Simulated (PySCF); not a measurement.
A structure optimised at B3LYP-D3(BJ)/def2-SVP, used in a PySCF frequency run:

```
In
O 1 1.9941
H 2 0.9693 1 110.30
O 1 2.0008 2 119.37 3 0.00
H 4 0.9685 1 111.43 2 180.00
Br 1 2.4856 2 119.28 3 180.00
```

Problem. Write its SMILES, formula and point group.

Solution. [OH][In]([OH])[Br], BrH2InO2, Cs

Problem. What are its rotational constants (standard atomic weights)?

Solution. 4.8662, 1.2246, 0.97842 GHz
